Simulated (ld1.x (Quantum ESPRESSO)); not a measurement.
The numbers below are computed, except where a source is named.
Hardness and transferability of assorted potentials

Generated with ld1.x 7.5 (TM, RRKJ, ultrasoft, PAW), atompaw 4.2 or ONCVPSP 4.0.1. The cutoff is in Ry: for ld1.x and atompaw files where the sum of valence levels is converged to 10 mRy in a Bessel basis, for ONCV files where the hardest occupied wave has 1 mHa per electron of residual kinetic energy. The error is the largest all-electron minus pseudo excitation energy over each file’s own four to seven test configurations (ionisations up to +4, promotions, holes and added fractions of an electron), all of which were solved. The labels leave out finer settings (local radius, basis sizes, second energies), which also bear on the numbers. Spin-polarised tests are not counted. The rows are a selection from randomly drawn settings: files with unsolved tests, undetermined cutoffs or missed reference levels are left out.

```csv
element,potential,cutoff (Ry),largest error (meV),bound ghosts
Mg,"TM, PBEsol, non-relativistic, rc 2.40/3.30 (sp), local s, core correction no, reference 3s2 3p0",6,+83,none
Si,"TM, PBEsol, non-relativistic, rc 1.20/1.75/1.35 (spd), local s, core correction no, reference 3s2 3p0",50,+122,none
Zr,"TM, PBE, scalar-relativistic, rc 2.55/3.90/2.55/2.95 (spdf), local s, core correction no, reference 4d2 5s2 5p0",25,+299,none
Pt,"RRKJ, PBEsol, scalar-relativistic, rc 1.05/1.70/2.80 (spd), local s, core correction no, reference 5s2 5p6 5d8 6s0 6p0",140,+285,none
```

Task: Fill in the row for Ti: RRKJ, BLYP, scalar-relativistic, rc 2.65/4.10/1.60 (spd), local smoothed, core correction yes, reference 3d2 4s1.5 4p0.5.

Result: cutoff 60 Ry, largest error -474 meV, bound ghosts: none.
